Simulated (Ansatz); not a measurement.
Consider the substitution at a C–Si bond: `C[SiH2]C#N` + `CC(=N)N` → `CNC(C)=N` + `N#C[SiH3]`.

Gas-phase electronic energies from Ansatz, PBE0-D4/def2-TZVP geometries. CCSD(T)/CBS is the MP2 limit (def2-TZVPP, def2-QZVPP) plus CCSD(T) − MP2 in def2-TZVPP, frozen cores. This one scheme is used for every species. DFT in def2-TZVPP. B3LYP here is the variant with VWN-RPA as its local correlation; programs differ in this. One conformer a species, not always the lowest.

Question: Is it downhill or uphill in electronic energy at CCSD(T)/CBS, and by how much? (Estimate.)

Answer: Ansatz gave: Uphill: ΔE = +16.2 kcal/mol.

Question: What do these levels give: B3LYP-D4, PBE0, B3LYP, MP2/def2-TZVPP, HF/def2-QZVPP, MP2/CBS(def2)? (Best estimate.)

Answer: Computed: B3LYP-D4 15.6, PBE0 16.5, B3LYP 15.9, MP2/def2-TZVPP 16.4, HF/def2-QZVPP 15.3, MP2/CBS(def2) 16.8 kcal/mol.

Largest T1 diagnostic among the species: 0.013.
